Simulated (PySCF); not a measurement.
SMILES c1ccnc[cH+]c1, [C$_{6}$H$_{6}$N]+, charge +1

Molfile (atoms numbered from 1):
```
C6H6N
     RDKit          3D

 13 13  0  0  0  0  0  0  0  0999 V2000
    0.9083    0.3694    0.4440 C   0  0  0  0  0  0  0  0  0  0  0  0
    1.5913   -0.8283    0.4595 C   0  0  0  0  0  0  0  0  0  0  0  0
    0.9893   -2.0591    0.8349 C   0  0  0  0  0  0  0  0  0  0  0  0
   -0.2625   -2.3554    0.6331 N   0  0  0  0  0  0  0  0  0  0  0  0
   -1.3478   -1.6696    0.4160 C   0  0  0  0  0  0  0  0  0  0  0  0
   -1.5053   -0.2983    0.7527 C   0  0  0  0  0  0  0  0  0  0  0  0
   -0.4649    0.6066    0.7373 C   0  0  0  0  0  0  0  0  0  0  0  0
    1.5112    1.2667    0.2694 H   0  0  0  0  0  0  0  0  0  0  0  0
    2.6727   -0.8177    0.2894 H   0  0  0  0  0  0  0  0  0  0  0  0
    1.6106   -2.8492    1.2788 H   0  0  0  0  0  0  0  0  0  0  0  0
   -2.1977   -2.2226   -0.0071 H   0  0  0  0  0  0  0  0  0  0  0  0
   -2.5213    0.0743    0.9174 H   0  0  0  0  0  0  0  0  0  0  0  0
   -0.7372    1.6571    0.8836 H   0  0  0  0  0  0  0  0  0  0  0  0
  1  2  1  0
  2  3  2  0
  3  4  1  0
  4  5  2  0
  5  6  1  0
  6  7  1  0
  7  1  2  0
  1  8  1  0
  2  9  1  0
  3 10  1  0
  5 11  1  0
  6 12  1  0
  7 13  1  0
M  CHG  1   6   1
M  END
```

Method used: TDDFT CAM-B3LYP/def2-TZVPD excited states, vertical, gas phase in PySCF 2.14.0. Geometry: PBE0-D3(BJ)/def2-SVP.

(1) How strongly do the lowest singlets absorb one photon, and two photons of half the energy?

Results:

(1) δ for parallel linear polarisation; σ at the peak of a Lorentzian of half width 0.1 eV, single beam; Ω is circular over linear.
| state | E (eV) | f | photon λ (nm) | δ (au) | σ (GM) | Ω | main |
| --- | --- | --- | --- | --- | --- | --- | --- |
| S1 | 3.63 | 0.008 | 682 | 0.8 | 0.00 | 1.50 | HOMO→LUMO+1 0.90 |
| S2 | 3.68 | 0.031 | 674 | 3.8 | 0.02 | 1.30 | HOMO→LUMO 0.85, HOMO−1→LUMO 0.09 |
| S3 | 5.08 | 0.016 | 488 | 1.65 | 0.02 | 1.49 | HOMO−1→LUMO+1 0.57, HOMO−2→LUMO 0.36 |
| S4 | 5.14 | 0.043 | 482 | 32.4 | 0.31 | 0.27 | HOMO−1→LUMO 0.83, HOMO−2→LUMO+1 0.10 |
| S5 | 6.23 | 0.103 | 398 | 8.91 | 0.13 | 0.76 | HOMO−3→LUMO+1 0.51, HOMO−2→LUMO+1 0.39 |
| S6 | 6.27 | 0.329 | 396 | 38.9 | 0.56 | 1.50 | HOMO−2→LUMO 0.55, HOMO−1→LUMO+1 0.31 |

Among these, the strongest one-photon state is S6, the strongest two-photon state S6.
